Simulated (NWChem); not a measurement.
# Total energies of Bi

```
Bi
```
Charge 0, spin multiplicity 4.

Everything below was run with NWChem.

Basis set: def2-QZVP (82 functions).

```csv
method,total energy (Ha),relative cost
UHF,-213.59451,1
UMP2,-214.08131,under 3
UB2PLYP,-214.42289,under 3
UPBE,-214.63793,under 3
UB3LYP,-214.68565,under 3
ULDA (SVWN5),-214.32548,under 3
```

Total energies of different functionals aren't comparable as a measure of quality: only differences taken within one method are. Relative cost: rough, from shared machines, SCF included, UHF = 1.

Effective core potentials replace the inner electrons of Bi; spin-orbit coupling is left out. The correlated methods keep 4 core orbitals frozen. B3LYP has NWChem's definition, with VWN1-RPA local correlation. The stability of the SCF solutions was not checked. Open-shell Hartree-Fock references start from PBE0 orbitals; any time given for them includes that run.
